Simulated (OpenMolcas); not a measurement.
OpenMolcas run: Nb I

Input:

```
&GATEWAY
Coord
1

Nb 0.0 0.0 0.0
Basis=ANO-RCC-VTZP
Group=XYZ
NoMove
AngMom=0.0 0.0 0.0
AMFI
&SEWARD
* reference wave functions (RASSCF and RASSI steps not shown): 5 electrons in 6 orbitals (4d 5s)
>>> COPY JOB001 $Project.JobIph
&CASPT2
Multistate=6 1 2 3 4 5 6
Frozen=8 6
IPEA=0.25
Imaginary=0.1
MaxIter=60
WThr=0.0 0.3 0.05
PrWF=0.5
NoMix
>>> COPY JOB002 $Project.JobIph
&CASPT2
Multistate=66 1 2 3 4 5 6 7 8 9 10 11 12 13 14 15 16 17 18 19 20 21 22
23 24 25 26 27 28 29 30 31 32 33 34 35 36 37 38 39 40 41 42 43 44 45 46
47 48 49 50 51 52 53 54 55 56 57 58 59 60 61 62 63 64 65 66
Frozen=8 6
IPEA=0.25
Imaginary=0.1
MaxIter=60
WThr=0.0 0.3 0.05
PrWF=0.5
NoMix
>>> COPY JOB003 $Project.JobIph
&CASPT2
Multistate=98 1 2 3 4 5 6 7 8 9 10 11 12 13 14 15 16 17 18 19 20 21 22
23 24 25 26 27 28 29 30 31 32 33 34 35 36 37 38 39 40 41 42 43 44 45 46
47 48 49 50 51 52 53 54 55 56 57 58 59 60 61 62 63 64 65 66 67 68 69 70
71 72 73 74 75 76 77 78 79 80 81 82 83 84 85 86 87 88 89 90 91 92 93 94
95 96 97 98
NoMult
Frozen=8 6
IPEA=0.25
Imaginary=0.1
MaxIter=60
WThr=0.0 0.3 0.05
PrWF=0.5
NoMix
```

Output, cut to the results:

```
--- CASPT2 ---
Orbital specifications:
      -----------------------

      Symmetry species                           1   2
                                                ag  au
      Frozen orbitals                            8   6
      Inactive orbitals                          1   3
      Active orbitals                            6   0
      Secondary orbitals                        21  23
      Deleted orbitals                           0   0
      Number of basis functions                 36  32
Type of calculation                        MS-CASPT2
      Fock operator                              state-specific
      IPEA shift                                 0.25
      Real shift                                 0.00
      Imaginary shift                            0.10
      The input orbitals will be transformed to quasi-canonical
Reference energy:       -3816.7999393092
      E2 (Non-variational):      -0.3509794874
      Shift correction:          -0.0006740980
      E2 (Variational):          -0.3516535854
      Total energy:           -3817.1515928946
      Residual norm:              0.0000006427
      Reference weight:           0.90447
      Contributions to the CASPT2 correlation energy
      Active & Virtual Only:         -0.0592411638
      One Inactive Excited:          -0.1523478157
      Two Inactive Excited:          -0.1393905079
Reference energy:       -3816.7999393092
      E2 (Non-variational):      -0.3509798777
      Shift correction:          -0.0006741175
      E2 (Variational):          -0.3516539952
      Total energy:           -3817.1515933044
      Residual norm:              0.0000006436
      Reference weight:           0.90447
      Contributions to the CASPT2 correlation energy
      Active & Virtual Only:         -0.0592412418
      One Inactive Excited:          -0.1523481428
      Two Inactive Excited:          -0.1393904931
::    CASPT2 Root  1     Total energy:  -3817.15159289
::    CASPT2 Root  2     Total energy:  -3817.15159330
::    CASPT2 Root  3     Total energy:  -3817.15153116
::    CASPT2 Root  4     Total energy:  -3817.15159183
::    CASPT2 Root  5     Total energy:  -3817.15159568
::    CASPT2 Root  6     Total energy:  -3817.09747378
::    MS-CASPT2 Root  1     Total energy:  -3817.15160007
::    MS-CASPT2 Root  2     Total energy:  -3817.15159444
::    MS-CASPT2 Root  3     Total energy:  -3817.15159083
::    MS-CASPT2 Root  4     Total energy:  -3817.15158867
::    MS-CASPT2 Root  5     Total energy:  -3817.15153095
::    MS-CASPT2 Root  6     Total energy:  -3817.09747369
--- CASPT2 ---
Orbital specifications:
      -----------------------

      Symmetry species                           1   2
                                                ag  au
      Frozen orbitals                            8   6
      Inactive orbitals                          1   3
      Active orbitals                            6   0
      Secondary orbitals                        21  23
      Deleted orbitals                           0   0
      Number of basis functions                 36  32
Type of calculation                        MS-CASPT2
      Fock operator                              state-specific
      IPEA shift                                 0.25
      Real shift                                 0.00
      Imaginary shift                            0.10
      The input orbitals will be transformed to quasi-canonical
Reference energy:       -3816.7553923505
      E2 (Non-variational):      -0.3856775353
      Shift correction:          -0.0024028144
      E2 (Variational):          -0.3880803496
      Total energy:           -3817.1434727001
      Residual norm:              0.0000004865
      Reference weight:           0.85200
      Contributions to the CASPT2 correlation energy
      Active & Virtual Only:         -0.0922451910
      One Inactive Excited:          -0.1457154912
      Two Inactive Excited:          -0.1477168530
Reference energy:       -3816.7553923505
      E2 (Non-variational):      -0.3857241506
      Shift correction:          -0.0024265633
      E2 (Variational):          -0.3881507140
      Total energy:           -3817.1435430645
      Residual norm:              0.0000004850
      Reference weight:           0.85187
      Contributions to the CASPT2 correlation energy
      Active & Virtual Only:         -0.0922215627
      One Inactive Excited:          -0.1457560870
      Two Inactive Excited:          -0.1477465009
::    CASPT2 Root  1     Total energy:  -3817.14347270
::    CASPT2 Root  2     Total energy:  -3817.14354306
::    CASPT2 Root  3     Total energy:  -3817.14374185
::    CASPT2 Root  4     Total energy:  -3817.14232651
::    CASPT2 Root  5     Total energy:  -3817.14440402
::    CASPT2 Root  6     Total energy:  -3817.14404508
::    CASPT2 Root  7     Total energy:  -3817.14384959
::    CASPT2 Root  8     Total energy:  -3817.12506552
::    CASPT2 Root  9     Total energy:  -3817.12506580
::    CASPT2 Root 10     Total energy:  -3817.12507888
::    CASPT2 Root 11     Total energy:  -3817.11431254
::    CASPT2 Root 12     Total energy:  -3817.11424961
::    CASPT2 Root 13     Total energy:  -3817.11443830
::    CASPT2 Root 14     Total energy:  -3817.11387228
::    CASPT2 Root 15     Total energy:  -3817.11413263
::    CASPT2 Root 16     Total energy:  -3817.09577844
::    CASPT2 Root 17     Total energy:  -3817.09617446
::    CASPT2 Root 18     Total energy:  -3817.09543829
::    CASPT2 Root 19     Total energy:  -3817.09547452
::    CASPT2 Root 20     Total energy:  -3817.09538496
::    CASPT2 Root 21     Total energy:  -3817.09587364
::    CASPT2 Root 22     Total energy:  -3817.09565461
::    CASPT2 Root 23     Total energy:  -3817.09587684
::    CASPT2 Root 24     Total energy:  -3817.09547573
::    CASPT2 Root 25     Total energy:  -3817.09558259
::    CASPT2 Root 26     Total energy:  -3817.09554936
::    CASPT2 Root 27     Total energy:  -3817.08895362
...
```

Levels above the lowest, from the spin-orbit matrix with the single-state CASPT2 energies, averaged by term, on its diagonal:

```
Configuration   Term    J  E (cm-1)  Measured (cm-1)      g  Term weight %           Second
       4d4 5s     6D  1/2       0.0              0.0  3.328             98                 
       4d4 5s     6D  3/2       157              154  1.866             99                 
       4d4 5s     6D  5/2       393              392  1.654             99                 
       4d4 5s     6D  7/2       679              695  1.582             98                 
       4d4 5s     6D  9/2       994             1050  1.547             95     4 4d3 5s2 4F
      4d3 5s2     4F  3/2      1750             1143  0.402             99                 
      4d3 5s2     4F  5/2      2060             1587  1.033             99                 
      4d3 5s2     4F  7/2      2460             2154  1.245             98                 
      4d3 5s2     4F  9/2      2950             2805  1.342             95      4 4d4 5s 6D
       4d4 5s  4P(1)  1/2      5810                   2.653             97                 
       4d4 5s  4P(1)  3/2      6190                   1.724             97                 
       4d4 5s  4P(1)  5/2      6880                   1.598             98                 
       4d4 5s  4D(1)  1/2      8190                   0.042             95     4 4d3 5s2 2P
       4d4 5s  4D(1)  3/2      8470                   1.207             97                 
       4d4 5s  4D(1)  5/2      8810                   1.372             97                 
       4d4 5s  4D(1)  7/2      9220                   1.425             99                 
      4d3 5s2     2G  7/2     10420                   0.890             97                 
      4d3 5s2     2G  9/2     10750                   1.114             95   2 4d4 5s 4F(1)
      4d3 5s2     2P  1/2     11240                   0.655             95   4 4d4 5s 4D(1)
      4d3 5s2     2P  3/2     11330                   1.076             49  48 4d4 5s 2D(1)
       4d4 5s  2D(1)  5/2     11990                   1.204             98                 
       4d4 5s  4F(1)  3/2     12120                   0.413             98                 
       4d4 5s  4F(1)  5/2     12250                   1.019             96             3 4G
       4d4 5s  4F(1)  7/2     12420                   1.156             80            11 4H
```

Against the 8 measured excited levels shown (NIST Handbook of Basic Atomic Spectroscopic Data) the mean absolute deviation is 200 cm-1; the largest miss in energy is 4d3 5s2 4F 3/2: computed 1750, measured 1143 cm-1 (+53.1 %).

CASPT2 does not keep the components of a term degenerate, so their means are used; among the terms shown or strongly mixed into the levels shown the widest spread is 460 cm-1 (4d3 5s2 4F). Over all roots computed the reference weight is 0.85 to 0.90; the roots of lowest weight are the least certain, and an intruder state may touch them. Terms from blocks run as CI alone lack orbitals of their own. Configurations are named by rounded mean occupations; where the s occupation lies near a half they are strongly mixed, a name can repeat and a true partner stay unpaired. A single d shell beside an s shell can misplace configurations of different d count against each other. Measured partners are found by configuration, term and J. A level has none where our copy of the source lacks it or the pairing is in doubt (some pairs that miss far off the trend of their configuration count as doubtful), and it then counts in no deviation. Levels of configurations outside the active space are missing. The first state left out of the spin-orbit step lies near 35000 cm-1 above the lowest spin-free state of the reference (among the parities and spins computed), and the list stops at four fifths of that energy or lower. The table shows the lowest 24 of 71 levels.

The term weight is that of the spin-free term in the level, not the purity of its configuration. A number in round brackets counts repeated terms of one configuration in the order of the reference energies.
